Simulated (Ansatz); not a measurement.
Input for Ansatz (development build ahead of 0.2.0):

```yaml
crystal:
  periodic: [false, false, false]
  atoms:
    - { symbol: Li, position_ang: [2.704, 0.0, 0.0] }
    - { symbol: Li, position_ang: [1.352, 2.34173, 0.0] }
    - { symbol: Li, position_ang: [-1.352, 2.34173, 0.0] }
    - { symbol: Li, position_ang: [-2.704, 0.0, 0.0] }
    - { symbol: Li, position_ang: [-1.352, -2.34173, 0.0] }
    - { symbol: Li, position_ang: [1.352, -2.34173, 0.0] }
basis:
  gaussian: { orbitals: "6-31G" }
hamiltonian:
  xc: hf
correlation:
  method: mp2
  frozen_orbitals: { Li: 0 }
output:
  forces: true
```

The input is written out in the form of the current development build from the run's settings.

Results

```
Converged          : yes
Reference energy   : -44.58455 hartree
Correlation energy : -0.07603 hartree
Total energy       : -44.66058 hartree
```

Forces (eV/Å):
| atom | Fx | Fy | Fz |
| --- | --- | --- | --- |
| Li1 | 0.345 | 0.000 | 0.000 |
| Li2 | 0.173 | 0.299 | 0.000 |
| Li3 | -0.173 | 0.299 | 0.000 |
| Li4 | -0.345 | 0.000 | 0.000 |
| Li5 | -0.173 | -0.299 | 0.000 |
| Li6 | 0.173 | -0.299 | 0.000 |
